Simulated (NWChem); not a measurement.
System: CHBr2Cl; SMILES ClC(Br)Br

NWChem input:

```
start job
memory heap 200 mb stack 900 mb global 1100 mb
geometry units angstroms noautosym nocenter noautoz
  Cl     2.084681    -0.092491     0.000000
  C      0.416975     0.502278     0.000000
  Br    -0.544414    -0.033718     1.615088
  Br    -0.544414    -0.033718    -1.615088
  H      0.437161     1.603975     0.000000
end
basis spherical
  Cl library 6-31g*
  C library 6-31g*
  Br library 6-31g*
  H library 6-31g*
end
dft
  xc m06-2x
  iterations 150
end
cosmo
  do_cosmo_smd true
  solvent acetone
end
task dft energy
```

Output (shortened):

```
             Northwest Computational Chemistry Package (NWChem) 7.3.0
             --------------------------------------------------------

                             Geometry "geometry" -> ""
                             -------------------------

 Output coordinates in angstroms (scale by  1.889725989 to convert to a.u.)

  No.       Tag          Charge          X              Y              Z
 ---- ---------------- ---------- -------------- -------------- --------------
    1 Cl                  17.0000     2.08468100    -0.09249100     0.00000000
    2 C                    6.0000     0.41697500     0.50227800     0.00000000
    3 Br                  35.0000    -0.54441400    -0.03371800     1.61508800
    4 Br                  35.0000    -0.54441400    -0.03371800    -1.61508800
    5 H                    1.0000     0.43716100     1.60397500     0.00000000

 Effective nuclear repulsion energy (a.u.)     570.4297649140

                                 NWChem DFT Module
                                 -----------------

 Summary of "ao basis" -> "ao basis" (spherical)
 ------------------------------------------------------------------------------
       Tag                 Description            Shells   Functions and Types
 ---------------- ------------------------------  ------  ---------------------
 Cl                          6-31g*                  8       18   4s3p1d
 C                           6-31g*                  6       14   3s2p1d
 Br                          6-31g*                 12       32   5s4p3d
 H                           6-31g*                  2        2   2s

 in cosmo_initialize ...
 calling solv_data for solv:acetone

 solvent parameters
 solvname_short: acetone
 solvname_long:  acetone
 dielec:       20.4930
 dielecinf:     1.8463
 nonaqueous SMD model solvent descriptors
 dielec:       20.4930
 sola:          0.0400
 solb:          0.4900
 solc:          0.0000
 solg:         33.7700
 solh:          0.0000
 soln:          1.3588

          ---------------
          -cosmo- solvent
          ---------------
 Cosmo: York-Karplus, doi: 10.1021/jp992097l
 dielectric constant -eps-     =  20.49
 screen = (eps-1)/(eps    )    =   0.95120
 surface charge correction     = lagrangian

   van der Waals surface
 --------------------------

 ---------- ATOMIC COORDINATES (A.U.) ------------ VDWR(ANG.) --
     1    3.93947586   -0.17478265    0.00000000     2.380
     2    0.78796849    0.94916779    0.00000000     1.850
     3   -1.02879328   -0.06371778    3.05207377     3.060
     4   -1.02879328   -0.06371778   -3.05207377     3.060
     5    0.82611450    3.03107324    0.00000000     1.200
 number of segments per atom =        128
 number of   points per atom =        128
 atom (   nspa,  nppa )
 ----------------------
    1 (     76,     0 )       0
    2 (      0,     0 )       0
    3 (     90,     0 )       0
    4 (     90,     0 )       0
    5 (     24,     0 )       0
 number of -cosmo- surface points =      280
 molecular surface =    198.773 angstrom**2
 molecular volume  =    244.223 angstrom**3
 -lineq- algorithm             =   0
 -bem- low  level              =   3
 -bem- from -octahedral-
 gaussian surface charge width =   4.50000
 degree of switching           =   1.00000
 switching function tolerance  =   0.00010
 atomic radii =
 --------------
    1 17.000  2.380
    2  6.000  1.850
    3 35.000  3.060
    4 35.000  3.060
    5  1.000  1.200
 ...... end of -cosmo- initialization ......

 nat:                     5
 ixmem:                  1509
 calling mnsol_interface()
 G(SMD-CDS) energy (kcal/mol)  =    -4.066
 SMD-CDS SASA (angstrom**2)    =   140.924

            General Information
            -------------------
          SCF calculation type: DFT
          Wavefunction type:  closed shell.
          No. of atoms     :     5
          No. of electrons :    94
           Alpha electrons :    47
            Beta electrons :    47
          Charge           :     0
          Spin multiplicity:     1
          Use of symmetry is: off; symmetry adaption is: off
          Maximum number of iterations: 150
          AO basis - number of functions:    98
                     number of shells:    40
          Convergence on energy requested:  1.00D-06
          Convergence on density requested:  1.00D-05
          Convergence on gradient requested:  5.00D-04

              XC Information
              --------------
                       M06-2X Method XC Functional
                     Hartree-Fock (Exact) Exchange  0.540
                        M06-2X Exchange Functional  1.000
                      M06-2X Correlation Potential  1.000

             Grid Information
             ----------------
          Grid used for XC integration:  medium
          Radial quadrature: Mura-Knowles
          Angular quadrature: Lebedev.
          Tag              B.-S. Rad. Rad. Pts. Rad. Cut. Ang. Pts.
          ---              ---------- --------- --------- ---------
          Cl                  1.00       88          10.0       590
          C                   0.70       49           7.0       434
          Br                  1.15      112          10.0       590
          H                   0.35       45           8.0       434
          Grid pruning is: on
          Number of quadrature shells:   406
          Spatial weights used:  Erf1

      Superposition of Atomic Density Guess
      -------------------------------------

 Sum of atomic energies:       -5641.78362647

      Non-variational initial energy
      ------------------------------

 Total energy =   -5642.668118
 1-e energy   =   -8987.861263
 2-e energy   =    2774.763380
 HOMO         =      -0.345476
 LUMO         =      -0.020588

   convergence    iter        energy       DeltaE   RMS-Dens  Diis-err
 ---------------- ----- ----------------- --------- --------- ---------
     COSMO gas phase
 d= 0,ls=0.0,diis     1  -5646.4250050219 -6.22D+03  1.61D-02  1.14D+00
 d= 0,ls=0.0,diis     2  -5646.2364846560  1.89D-01  9.49D-03  2.84D+00
 d= 0,ls=0.0,diis     3  -5646.5767009846 -3.40D-01  6.90D-04  4.29D-03
 d= 0,ls=0.0,diis     4  -5646.5770427450 -3.42D-04  2.04D-04  1.30D-03
 d= 0,ls=0.0,diis     5  -5646.5764540751  5.89D-04  1.20D-04  1.83D-05
  Resetting Diis
 d= 0,ls=0.0,diis     6  -5646.5764608266 -6.75D-06  2.91D-05  2.39D-06
 d= 0,ls=0.0,diis     7  -5646.5764613658 -5.39D-07  7.83D-06  1.32D-07

   convergence    iter        energy       DeltaE   RMS-Dens  Diis-err
 ---------------- ----- ----------------- --------- --------- ---------
     COSMO solvation phase
 d= 0,ls=0.0,diis     1  -5646.5857135529 -9.25D-03  8.44D-04  1.04D-03
 d= 0,ls=0.0,diis     2  -5646.5860281205 -3.15D-04  1.95D-04  2.09D-04
 d= 0,ls=0.0,diis     3  -5646.5860543476 -2.62D-05  9.39D-05  7.90D-05
 d= 0,ls=0.0,diis     4  -5646.5860643315 -9.98D-06  3.66D-05  1.30D-05
 d= 0,ls=0.0,diis     5  -5646.5860661733 -1.84D-06  8.09D-06  1.83D-07
 d= 0,ls=0.0,diis     6  -5646.5860662104 -3.70D-08  1.44D-06  1.30D-08

         Total DFT energy =    -5646.586066210356
      One electron energy =    -8989.802261582603
           Coulomb energy =     2989.773371699175
    Exchange-Corr. energy =     -216.812265219575
 Nuclear repulsion energy =      570.429764914010

             COSMO energy =       -0.174676021363

 Numeric. integr. density =       93.999996969823

                                COSMO-SMD solvation results
                                ---------------------------

             internal energy in gas <Psi(g)|H|Psi(g)> =     -5646.576461365816
         internal energy in solvent <Psi(s)|H|Psi(s)> =     -5646.576053099911
                               delta internal energy  =         0.000408265904 (    0.26 kcal/mol)
   total free energy in solvent <Psi(s)|H+V/2|Psi(s)> =     -5646.579586780399
 polarization energy contribution <Psi(s)|V/2|Psi(s)> =        -0.003533680488 (   -2.22 kcal/mol)
    total free energy in solvent including G(SMD-CDS) =     -5646.586066210356
                       G(SMD-CDS) energy contribution =        -0.006479429957 (   -4.07 kcal/mol)
     1 M fixed-concentration free energy of solvation =        -0.009604844540 (   -6.03 kcal/mol)

                       DFT Final Molecular Orbital Analysis
                       ------------------------------------

 Vector   45  Occ=2.000000D+00  E=-3.647434D-01
              MO Center= -3.7D-01,  3.0D-02,  2.3D-03, r^2= 4.1D+00
   Bfn.  Coefficient  Atom+Function         Bfn.  Coefficient  Atom+Function
  ----- ------------  ---------------      ----- ------------  ---------------
    44      0.521559  3 Br py                76      0.520752  4 Br py
    48      0.235454  3 Br py                80      0.235085  4 Br py
    40     -0.232036  3 Br py                72     -0.231677  4 Br py
    22     -0.159419  2 C  py                98     -0.159790  5 H  s
    97     -0.135142  5 H  s                  7     -0.113375  1 Cl px

 Vector   46  Occ=2.000000D+00  E=-3.646675D-01
              MO Center= -2.2D-01,  9.2D-04, -2.3D-03, r^2= 4.5D+00
   Bfn.  Coefficient  Atom+Function         Bfn.  Coefficient  Atom+Function
  ----- ------------  ---------------      ----- ------------  ---------------
    44      0.457262  3 Br py                76     -0.458179  4 Br py
     9      0.274337  1 Cl pz                48      0.209579  3 Br py
    80     -0.209993  4 Br py                40     -0.203669  3 Br py
    72      0.204077  4 Br py                45      0.201040  3 Br pz
    77      0.201062  4 Br pz                43     -0.195905  3 Br px

 Vector   47  Occ=2.000000D+00  E=-3.506380D-01
              MO Center= -3.5D-01, -2.6D-02,  6.3D-07, r^2= 4.4D+00
   Bfn.  Coefficient  Atom+Function         Bfn.  Coefficient  Atom+Function
  ----- ------------  ---------------      ----- ------------  ---------------
    43      0.419487  3 Br px                75     -0.419488  4 Br px
    45      0.371418  3 Br pz                77      0.371418  4 Br pz
     9     -0.214412  1 Cl pz                47      0.190059  3 Br px
    79     -0.190060  4 Br px                39     -0.185987  3 Br px
    71      0.185988  4 Br px                41     -0.163617  3 Br pz

 Vector   48  Occ=0.000000D+00  E=-3.352263D-02
              MO Center= -6.1D-02,  2.3D-02,  2.5D-06, r^2= 4.5D+00
   Bfn.  Coefficient  Atom+Function         Bfn.  Coefficient  Atom+Function
  ----- ------------  ---------------      ----- ------------  ---------------
    24      1.142161  2 C  s                 49      0.414325  3 Br pz
    81     -0.414325  4 Br pz                45      0.335395  3 Br pz
    77     -0.335394  4 Br pz                26     -0.332388  2 C  py
    11      0.285457  1 Cl px                20      0.270289  2 C  s
    46     -0.246064  3 Br s                 78     -0.246064  4 Br s

 Vector   49  Occ=0.000000D+00  E= 2.175647D-02
              MO Center= -1.2D-01,  1.4D-01,  4.4D-07, r^2= 4.3D+00
   Bfn.  Coefficient  Atom+Function         Bfn.  Coefficient  Atom+Function
  ----- ------------  ---------------      ----- ------------  ---------------
    27      0.869954  2 C  pz                23      0.515832  2 C  pz
    49      0.470561  3 Br pz                81      0.470562  4 Br pz
    46     -0.369185  3 Br s                 78      0.369187  4 Br s
    47     -0.345266  3 Br px                79      0.345266  4 Br px
    45      0.258497  3 Br pz                77      0.258497  4 Br pz

 Vector   50  Occ=0.000000D+00  E= 5.258150D-02
              MO Center=  1.2D+00,  1.3D-01, -2.2D-07, r^2= 3.3D+00
   Bfn.  Coefficient  Atom+Function         Bfn.  Coefficient  Atom+Function
  ----- ------------  ---------------      ----- ------------  ---------------
    25      0.994440  2 C  px                11      0.848702  1 Cl px
    10     -0.732033  1 Cl s                 24      0.541394  2 C  s
    21      0.499369  2 C  px                 7      0.388478  1 Cl px
    12     -0.337623  1 Cl py                49     -0.229462  3 Br pz
    81      0.229463  4 Br pz                 6     -0.209857  1 Cl s

     Multipole analysis of the density
     ---------------------------------

     L   x y z        total         alpha         beta         nuclear
     -   - - -        -----         -----         ----         -------
     0   0 0 0     -0.000000    -47.000000    -47.000000     94.000000

     1   1 0 0      0.025810     -0.241838     -0.241838      0.509485
     1   0 1 0      0.594141     -0.350195     -0.350195      1.294530
     1   0 0 1      0.000004      0.000002      0.000002      0.000000

     2   2 0 0    -41.574459   -191.951188   -191.951188    342.327916
     2   1 1 0      0.693091      0.409153      0.409153     -0.125215
     2   1 0 1     -0.000002     -0.000001     -0.000001      0.000000
     2   0 2 0    -39.667906    -27.532179    -27.532179     15.396451
     2   0 1 1      0.000003      0.000001      0.000001      0.000000
     2   0 0 2    -41.163897   -346.612348   -346.612348    652.060800
```

Level: M06-2X/6-31G* (spherical d), SMD on the gas-phase geometry. All runs use the structure optimised with PBE-D3(BJ)/def2-SVP. Solvent: acetone.
